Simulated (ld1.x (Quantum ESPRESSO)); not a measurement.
## LDA (PZ) TM dataset for tungsten, scalar-relativistic all-electron reference.

Input for ld1.x (Quantum ESPRESSO) 7.5:

```
&input
   title='W', zed=74., rel=1, dft='PZ', iswitch=3,
   config='[Xe] 4f14 5d4 6s1 6p1',
   nld=3, rlderiv=2.00, eminld=-8.0, emaxld=5.0, deld=0.04
 /
 &inputp
   pseudotype=2, tm=.true., lloc=2,
   nlcc=.true., rcore=0.95,
   file_pseudopw='W.UPF', file_wfcaegen='ae.wfc', file_wfcncgen='nc.wfc', file_beta='beta', file_chi='chi'
 /
3
5S  1  0   2.00   0.00  1.80  1.80  0.0
5P  2  1   6.00   0.00  1.30  1.30  0.0
5D  3  2   4.00   0.00  1.85  1.85  0.0
 &test
   configts(1)='5s2 5p6 5d4 6s1 6p1'
 /
```

Command:

```bash
ld1.x < W.in > W.out
```

Output (shortened: banner, matrices, multipoles, cross overlaps and the repeated all-electron block are left out):

```
[... start of the log left out ...]

      Integrated core pseudo-charge :  11.27

      Wfc   5S  rcut= 1.815  Using Troullier-Martins method

      Wfc   5P  rcut= 1.311  Using Troullier-Martins method

       Warning: n=3, l=1 expected 1 nodes, found 2
       Setting wfc to zero for this iteration
       (This warning will only be printed once per wavefunction)

     ------------------- End of pseudopotential generation -------------------

     Computing logarithmic derivative in   1.99313

       Warning: n=1, l=0 expected 0 nodes, found 1
       Setting wfc to zero for this iteration
       (This warning will only be printed once per wavefunction)

       Warning: n=2, l=1 expected 0 nodes, found 1
       Setting wfc to zero for this iteration
       (This warning will only be printed once per wavefunction)

       Warning: n=3, l=2 expected 0 nodes, found 1
       Setting wfc to zero for this iteration
       (This warning will only be printed once per wavefunction)

     [... 2 repeated lines left out ...]
       (This warning will only be printed once per wavefunction)

 %%%%%%%%%%%%%%%%%%%%%%%%%%%%%%%%%%%%%%%%%%%%%%%%%%%%%%%%%%%%%%%%%%%%%%%%%%%%%%
     Error in routine run_pseudo (1):
     Errors in PS-KS equation
 %%%%%%%%%%%%%%%%%%%%%%%%%%%%%%%%%%%%%%%%%%%%%%%%%%%%%%%%%%%%%%%%%%%%%%%%%%%%%%

     stopping ...
```

The run stopped because the pseudo-atom solver did not find the valence states with the expected number of nodes, which is the usual sign of a ghost state.

The run took about 1.5 s on one core of a shared server CPU.
